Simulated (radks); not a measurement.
Question: Spherical quantum dot in the effective-mass picture: electrons in a well V = -V0 / (1 + exp((r - R)/a)) with V0 = 39.5, R = 1.47, a = 0.089, with a point charge +1 (a donor) at the centre, all in effective atomic units (hartree* = m*/eps^2 hartree, bohr* = eps/m* bohr), one dielectric constant everywhere. Calculated with a radial shooting solver with Libxc functionals: non-relativistic Kohn-Sham, r2SCAN, spin-polarised, spherical densities, generalised Kohn-Sham scheme. Levels are named by radial order and angular momentum (1s, 1p, 1d, 2s, ...), and open shells are averaged over m. Each electron was tried in the lowest free levels, single moves between levels near the top were tried too, and the lowest total energy was kept; such a search can miss a lower state. The series stops at N = 8: beyond it a trial failed or the search could not be trusted, so later rows were left out. Give the order in which the levels fill up to N = 8, the shell closures and the spin along the way.

Answer: Shells are first occupied in the order 1s, 1p. Open shells at each N (closed shells left out): 1: 1s(up 1, down 0); 2: none; 3: 1p(up 1, down 0); 4: 1p(up 2, down 0); 5: 1p(up 3, down 0); 6: 1p(up 3, down 1); 7: 1p(up 3, down 2); 8: none. All shells are closed at N = 2, 8 (there: 1s2 1p6). Largest 2S: 3, at N = 5.
